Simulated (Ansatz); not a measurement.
Program: Ansatz 0.2.0.

`[SiH3][CH]1[NH][AlH]1` at its PBE0-D4/def2-TZVP geometry, where that method's forces vanish. Charge 0, multiplicity 1.

```json
{"atom": "Si1", "x (Å)": "-0.3511", "y (Å)": "-0.8216", "z (Å)": "-1.1709"}
{"atom": "C2", "x (Å)": "0.4269", "y (Å)": "0.5247", "z (Å)": "-0.1627"}
{"atom": "N3", "x (Å)": "0.8805", "y (Å)": "0.1512", "z (Å)": "1.2414"}
{"atom": "Al4", "x (Å)": "-0.4660", "y (Å)": "1.2056", "z (Å)": "1.4021"}
{"atom": "H5", "x (Å)": "-0.8540", "y (Å)": "-0.2937", "z (Å)": "-2.4716"}
{"atom": "H6", "x (Å)": "0.5776", "y (Å)": "-1.9560", "z (Å)": "-1.4652"}
{"atom": "H7", "x (Å)": "-1.5076", "y (Å)": "-1.3986", "z (Å)": "-0.4204"}
{"atom": "H8", "x (Å)": "1.1248", "y (Å)": "1.1663", "z (Å)": "-0.7097"}
{"atom": "H9", "x (Å)": "1.5979", "y (Å)": "-0.5392", "z (Å)": "1.3754"}
{"atom": "H10", "x (Å)": "-1.4290", "y (Å)": "1.9614", "z (Å)": "2.3816"}
```

Question: For each bond, give half the difference of the two atoms' forces along it (eV/Å; positive pushes the atoms apart) under PBE-D4, r2SCAN-D4, B3LYP-D4, ωB97M-V in def2-TZVPP. (Estimate.)

Answer: The calculation gave: 
```tsv
bond	length (Å)	PBE-D4	r2SCAN-D4	B3LYP-D4	ωB97M-V
Si1–C2	1.853	-0.03	-0.06	0.03	0.00
Si1–H5	1.491	0.05	-0.03	-0.08	-0.10
Si1–H6	1.495	0.08	-0.02	-0.09	-0.12
Si1–H7	1.495	0.06	-0.02	-0.06	-0.08
C2–N3	1.522	0.22	0.32	0.31	0.28
C2–Al4	1.926	0.27	0.14	0.22	0.15
C2–H8	1.095	0.06	-0.05	-0.14	-0.13
N3–Al4	1.718	0.26	0.08	0.16	0.14
N3–H9	1.005	0.14	-0.04	-0.08	-0.12
Al4–H10	1.568	-0.15	-0.06	-0.17	-0.18
```

B3LYP here is the variant with VWN-RPA as its local correlation; programs differ in this.
